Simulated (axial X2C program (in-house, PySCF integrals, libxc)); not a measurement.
# Spin–orbit effects along a row: molecules with Ga, PBE0

All values come from calculations with an in-house all-electron X2C program for linear molecules (integrals from PySCF), spin-free (one-electron X2C) or two-component (2c: spin–orbit coupling with atomic mean-field Coulomb and Gaunt terms, which also bring small scalar terms), in Dyall basis sets with cores contracted in-house; open shells are unrestricted.

Basis sets: Ga dyall-cv3z, I dyall-cv3z, Mo dyall-cv3z, Rb dyall-cv3z, Sn dyall-cv3z, Sr dyall-cv3z.

```
molecule   spin-free state  Re (Å)  ωe (cm⁻¹)  De (eV)  2c state  Re 2c (Å)  ωe 2c (cm⁻¹)  De 2c (eV)
    RbGa    M_S = 1, Λ = 1   3.456       90.3     0.55     Ω = 2      3.457          90.5         n/a
    SrGa  M_S = 1/2, Λ = 1   3.260      114.1     0.58   Ω = 1/2      3.260         113.5         n/a
    GaMo  M_S = 5/2, Λ = 0   2.743      155.8     1.18   Ω = 5/2      2.744         155.5         n/a
    GaSn  M_S = 3/2, Λ = 0   2.659      181.3     2.16   Ω = 3/2      2.662         180.0         n/a
     GaI    M_S = 0, Λ = 0   2.590      213.5     3.78     Ω = 0      2.593         212.4         n/a
```

Each entry is the lowest single determinant of a limited PBE0 search at one distance. De goes to single-determinant-based atoms at the same level (for ions the charge split of lowest energy) and is withheld (n/a) where an atom does not fit its ground term or J level. Main or longest-lived isotopes. One determinant is a doubtful description, or other states lie close, for RbGa, SrGa, GaMo, GaSn; these need not be ground states, and all values refer to the states named. Some open-shell Ω = 0 determinants are out of reach, so the Ω given for RbGa need not be the lowest component. With several unpaired electrons the Ω given is that of one determinant, not necessarily of the lowest component. The functionals have no current term, which raises determinants with orbital currents. Where the atoms have a lower orbital projection than the molecule, De at mean-field level may be about a tenth of an eV too small.
